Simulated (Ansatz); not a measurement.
A nudged elastic band was laid between two geometries of C2H10OSSi2 (16 atoms, charge 0, multiplicity 1).

Level of theory: RKS PBE/6-31G* (Ansatz).

```yaml
movable_images: 7
climbing_image: yes
spring: 5.0 eV/Å²
optimiser: quadratic models (default)
start_path: through a guess of the saddle point
force_threshold: 0.03 eV/Å
iteration_limit: 60
end_points: relaxed
```

Initial state:

```xyz
16
Properties=species:S:1:pos:R:3
C -0.014 -2.910 0.345
Si 0.857 -1.274 0.648
O -0.179 -0.070 0.039
C 0.295 1.204 -0.350
Si -1.156 2.163 -1.159
S 1.043 2.208 1.028
H 0.587 -3.745 0.745
H -0.996 -2.930 0.847
H -0.176 -3.085 -0.731
H 1.122 -1.091 2.114
H 2.167 -1.192 -0.093
H 1.148 1.122 -1.057
H -0.650 3.447 -1.743
H -1.791 1.340 -2.242
H -2.172 2.452 -0.095
H -0.106 2.339 1.747
```

Final state:

```xyz
16
Properties=species:S:1:pos:R:3
C 0.747 -2.491 -0.009
Si 0.113 -1.283 1.291
O -0.641 0.082 0.605
C -0.112 0.780 -0.503
Si -1.277 2.252 -0.902
S 1.636 1.389 -0.286
H 1.121 -3.402 0.492
H -0.051 -2.796 -0.707
H 1.582 -2.068 -0.593
H -0.990 -1.893 2.099
H 1.223 -0.890 2.220
H -0.010 0.121 -1.390
H -0.852 2.893 -2.188
H -2.696 1.781 -1.026
H -1.177 3.244 0.217
H 1.363 2.260 0.724
```

Question: What changes between the two ends?

Answer: No bond is made or broken. The dihedral H11–Si2–O3–C4 goes from -37 to 81°.

Question: What energy profile does the band end with?

Answer: It converged. The highest image is number 3 of 0 to 8, 0.049 eV above the first end and 0.033 eV above the last; the last end lies 0.016 eV above the first. A vibrational analysis at the climbing image gives no mode beyond 40i cm⁻¹: the surface is too flat there to confirm a saddle point.

```csv
image,path coordinate (Å),energy (eV),dihedral H11–Si2–O3–C4 (°)
0,0.00,0.000,-37
1,0.88,0.014,-21
2,1.76,0.040,3
3,2.64,0.049,26
4,3.52,0.045,44
5,4.41,0.039,56
6,5.30,0.032,66
7,6.18,0.023,75
8,7.07,0.016,81
```

Question: What is the geometry of the highest image?

Answer: 
```xyz
16
Properties=species:S:1:pos:R:3:forces:R:3
C 0.179 -2.716 -0.082 0.00 0.00 0.00
Si 0.788 -1.274 0.964 0.02 0.00 0.01
O -0.154 0.113 0.695 -0.02 0.01 0.00
C 0.224 1.113 -0.236 0.00 -0.01 0.00
Si -1.368 1.926 -0.931 0.00 0.00 -0.01
S 1.349 2.403 0.489 0.01 0.01 0.00
H 0.792 -3.613 0.115 0.00 0.00 0.00
H -0.870 -2.962 0.152 0.00 0.00 0.00
H 0.244 -2.492 -1.160 0.00 0.00 0.00
H 0.654 -1.591 2.421 0.00 0.00 0.00
H 2.221 -0.962 0.629 0.00 0.00 0.00
H 0.840 0.712 -1.069 0.00 0.00 0.00
H -1.016 2.901 -2.014 0.00 0.00 0.00
H -2.287 0.878 -1.489 0.00 0.00 0.00
H -2.055 2.641 0.193 0.00 0.00 0.00
H 0.435 2.899 1.367 0.00 0.00 0.00
```

The run took 3.6 min on 2 threads of Intel(R) Xeon(R) 6975P-C (Granite Rapids), on a shared host, peak memory 0.2 GiB.
